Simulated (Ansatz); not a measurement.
Consider the redistribution: `[NH2][Al]([NH2])[F]` + `CCB(C)F` → `C[CH2][Al]([NH2])[F]` + `CB(N)F`.

Program: Ansatz. Geometries: PBE0-D4/def2-TZVP. ΔE: electronic, gas phase. CCSD(T)/CBS is the MP2 limit (def2-TZVPP, def2-QZVPP) plus CCSD(T) − MP2 in def2-TZVPP, frozen cores. This one scheme is used for every species. DFT in def2-TZVPP. B3LYP here is the variant with VWN-RPA as its local correlation; programs differ in this. HSE06 is defined as in plane-wave codes. Each species was taken in one conformer, which may not be the lowest.

| level | ΔE (kJ/mol) | difference from CCSD(T)/CBS |
| --- | --- | --- |
| LDA (SPW92) | -38.6 | -13.3 |
| PBE-D4 | -35.9 | -10.6 |
| revPBE-D4 | -33.4 | -8.1 |
| r2SCAN-D4 | -28.3 | -3.0 |
| B97M-V | -26.7 | -1.4 |
| PBE0-D4 | -32.8 | -7.5 |
| r2SCANh-D4 | -28.1 | -2.8 |
| r2SCAN0-D4 | -27.9 | -2.6 |
| HSE06-D4 | -33.1 | -7.8 |
| CAM-B3LYP-D4 | -28.9 | -3.6 |
| ωB97X-V | -27.0 | -1.7 |
| ωB97M-V | -29.7 | -4.4 |
| B2PLYP | -28.5 | -3.2 |
| PBE-QIDH | -28.8 | -3.5 |
| PBE | -36.0 | -10.7 |
| revPBE | -34.8 | -9.5 |
| r2SCAN | -28.3 | -3.0 |
| PBE0 | -32.7 | -7.4 |
| B3LYP | -30.7 | -5.4 |
| r2SCANh | -28.1 | -2.8 |
| r2SCAN0 | -27.8 | -2.5 |
| HSE06 | -33.0 | -7.7 |
| BHLYP | -27.1 | -1.8 |
| CAM-B3LYP | -28.8 | -3.5 |
| LC-ωPBE | -27.8 | -2.5 |
| RPA@PBE/def2-TZVPP | -27.2 | -1.9 |
| HF/def2-SVP | -31.8 | -6.5 |
| MP2/def2-SVP | -39.5 | -14.2 |
| CCSD/def2-SVP | -38.7 | -13.4 |
| CCSD(T)/def2-SVP | -40.6 | -15.3 |
| HF/def2-TZVPP | -21.5 | 3.8 |
| MP2/def2-TZVPP | -26.4 | -1.1 |
| SCS-MP2/def2-TZVPP | -25.2 | 0.1 |
| CCSD(T)/def2-TZVPP | -27.0 | -1.7 |
| HF/def2-QZVPP | -20.3 | 5.0 |
| MP2/def2-QZVPP | -25.0 | 0.3 |
| SCS-MP2/def2-QZVPP | -23.9 | 1.4 |
| HF/CBS(def2) | -20.2 | 5.1 |
| MP2/CBS(def2) | -24.7 | 0.6 |
| CCSD/CBS(def2) | -23.7 | 1.6 |
| CCSD(T)/CBS | -25.3 | 0 |

Largest T1 diagnostic among the species: 0.011.

From BLYP to BHLYP (50 % exact exchange), in def2-TZVPP and without D4, ΔE moves by +5.9 kJ/mol. At CCSD(T), def2-SVP lies −15.3 kJ/mol from the extrapolated value and def2-TZVPP −1.7 kJ/mol.
